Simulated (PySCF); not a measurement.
CH5FO2Si2, SMILES F[Si@H]1OC[SiH2]O1. Coordinates come from a PBE-D3(BJ)/def2-SVP optimisation. The structure was generated by enumeration; whether it is a known compound was not checked. One conformer was computed; it need not be the lowest.

Level of theory: PBE-D3(BJ)/def2-SVP (PySCF 2.14.0).

Harmonic wavenumbers (cm⁻¹): 85, 89, 252, 330, 415, 462, 491, 635, 668, 675, 722, 771, 810, 831, 871, 911, 938, 962, 1048, 1186, 1233, 1410, 2175, 2184, 2284, 2961, 3019. Rotational constants (GHz): 4.165, 1.957, 1.564; symmetry number 1.

**Question.** Work out the zero-point energy and the ideal-gas rigid-rotor harmonic-oscillator thermochemistry at 298.15 K and 1 atm.

**Answer.** ZPE = ½ Σ hcν = ½ × 28415 cm⁻¹ = 40.62 kcal/mol. H − E(el) = 45.61 kcal/mol. Entropy in cal/(mol K): translation 40.36, rotation 27.62, vibration 15.46, total 83.45. G − E(el) = 20.73 kcal/mol. Cp = 27.48 cal/(mol K). Modes under 150 cm⁻¹ make the vibrational entropy uncertain.
